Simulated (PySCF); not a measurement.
CH8N2Si3, SMILES [Si@H]1(N=C([SiH2]1)[SiH3])N.

Geometry optimised at B3LYP-D3(BJ)/def2-SVP. The structure was generated by enumeration; whether it is a known compound was not checked. Other conformers were not sampled.

Level of theory: PySCF with TDDFT-PBE/def2-SVPD.

Vertical excitations. The molecule is in vacuum.

```
state  energy (eV)  λ (nm)      f          main pairs
-----  -----------  ------  -----  ------------------
S1            2.87     432  0.000      HOMO→LUMO 99 %
S2            4.02     309  0.004    HOMO−1→LUMO 92 %
S3            4.09     303  0.009    HOMO→LUMO+1 91 %
S4            4.27     291  0.004    HOMO→LUMO+2 95 %
S5            4.50     275  0.002    HOMO−2→LUMO 98 %
S6            4.74     262  0.006    HOMO→LUMO+3 99 %
S7            5.00     248  0.025    HOMO→LUMO+4 99 %
S8            5.47     227  0.042    HOMO→LUMO+5 92 %
S9            5.50     225  0.017    HOMO→LUMO+6 89 %
S10           5.55     223  0.012  HOMO−1→LUMO+1 78 %
T1            2.25     550      0      HOMO→LUMO 99 %
T2            3.81     325      0    HOMO−1→LUMO 96 %
T3            3.92     316      0    HOMO→LUMO+1 98 %
T4            4.05     306      0    HOMO→LUMO+2 97 %
```
Triplets are in the Tamm–Dancoff approximation, which puts them higher than full response would, so one can lie above its singlet here.
